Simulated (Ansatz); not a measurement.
A nudged elastic band was laid between two geometries of C2H3BFO (8 atoms, charge 1, multiplicity 1).

Method: Ansatz, RKS B3LYP/def2-SVP.

* movable images: 7
* climbing image: yes
* spring: 5.0 eV/Å²
* optimiser: quadratic models (default)
* start path: IDPP
* force threshold: 0.05 eV/Å
* iteration limit: 48
* end points: relaxed

First end point:

```xyz
8
Properties=species:S:1:pos:R:3
C -0.548 2.049 0.077
C -0.027 0.968 0.131
O 0.564 -0.251 0.195
B -0.051 -1.541 -0.248
F 0.748 -2.520 -0.063
H -1.016 3.021 0.027
H 1.480 -0.259 0.570
H -1.150 -1.468 -0.688
```

Last end point:

```xyz
8
Properties=species:S:1:pos:R:3
C -0.513 2.045 0.090
C 0.003 0.962 0.142
O 0.582 -0.266 0.199
B -0.037 -1.557 -0.244
F -1.213 -1.414 -0.705
H -0.975 3.020 0.044
H 1.495 -0.280 0.572
H 0.658 -2.510 -0.099
```

(1) What changes between the two ends?

(2) Give the energies along the band, and the barrier.

(3) What is the geometry of the highest image?

Answers

(1) No bond is made or broken. The dihedral C2–O3–B4–F5 goes from -180 to 0°.

(2) It converged. The highest image is number 4 of 0 to 8, 0.40 eV above the first end and 0.39 eV above the last; the last end lies 0.01 eV above the first. A vibrational analysis at the climbing image gives one clearly imaginary mode, 314i cm⁻¹, and a faint second one (35i cm⁻¹) that may be numerical noise or a soft torsion: probably a first-order saddle point. Limits of this set-up: the dipole of an ion depends on the origin.

```tsv
image	path coordinate (Å)	energy (eV)	dihedral C2–O3–B4–F5 (°)
0	0.00	0.00	-180
1	0.57	0.05	-155
2	1.14	0.18	-129
3	1.71	0.33	-104
4	2.28	0.40	-84
5	2.80	0.33	-70
6	3.33	0.19	-47
7	3.86	0.06	-23
8	4.38	0.01	0
```

(3) 
```xyz
8
Properties=species:S:1:pos:R:3
C -0.412 1.892 0.717
C 0.090 0.936 0.189
O 0.623 -0.155 -0.408
B -0.173 -1.493 -0.363
F 0.032 -2.137 0.710
H -0.860 2.749 1.197
H 1.549 -0.069 -0.733
H -0.850 -1.723 -1.311
```

Run time: 2.9 min on 1 thread of Arm Neoverse V1, on a shared host, peak memory 0.16 GiB.
